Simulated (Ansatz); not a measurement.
C$_{2}$H$_{5}$BOS (`BCC(O)=S`), relaxed with RKS PBE-D4/def2-SVP in Ansatz from a rough embedded geometry. The force threshold is 0.03 eV/Å; the program also tests the step.

Charge 0, multiplicity 1.

Start:

```xyz
10

B     1.077    0.789   -0.564
C    -0.366    0.091   -0.629
C    -0.489   -0.898    0.469
O    -0.739   -0.502    1.842
S    -0.195   -2.496    0.239
H     1.446    1.379    0.301
H     1.795    0.657   -1.549
H    -0.510   -0.440   -1.580
H    -1.094    0.896   -0.513
H    -0.923    0.525    1.985
```

```csv
step,energy (eV),largest force (eV/Å),largest move (Å)
1,-15694.9068,2.451,0.000
2,-15695.3518,1.424,0.194
3,-15695.3909,1.194,0.198
4,-15695.4530,0.234,0.070
5,-15695.4764,0.241,0.058
6,-15695.4809,0.171,0.034
7,-15695.4819,0.106,0.044
8,-15695.4839,0.106,0.082
9 (rejected),-15695.4815,0.275,0.195
10 (rejected),-15695.4621,0.695,0.098
11,-15695.4878,0.080,0.049
12,-15695.4927,0.150,0.098
13,-15695.4954,0.352,0.146
14,-15695.5032,0.274,0.063
15,-15695.5199,0.289,0.145
16,-15695.5277,0.698,0.171
17,-15695.5379,0.532,0.046
18,-15695.5529,0.185,0.200
19,-15695.5601,0.282,0.128
20 (rejected),-15695.5596,0.177,0.039
21,-15695.5626,0.063,0.019
22 (rejected),-15695.5625,0.093,0.048
23,-15695.5631,0.032,0.023
24,-15695.5632,0.023,0.028
```

End:

```xyz
10

B     0.911    0.946   -0.481
C    -0.191   -0.138   -0.640
C    -0.587   -0.993    0.554
O    -0.445   -0.403    1.753
S    -1.161   -2.523    0.410
H     1.150    1.442    0.616
H     1.496    1.403   -1.440
H    -0.137   -0.755   -1.556
H    -1.055    0.564   -0.832
H     0.019    0.457    1.616
```

Run time 27 s (4 threads of an Arm Neoverse V1 on a shared host); peak host memory 0.15 GiB.
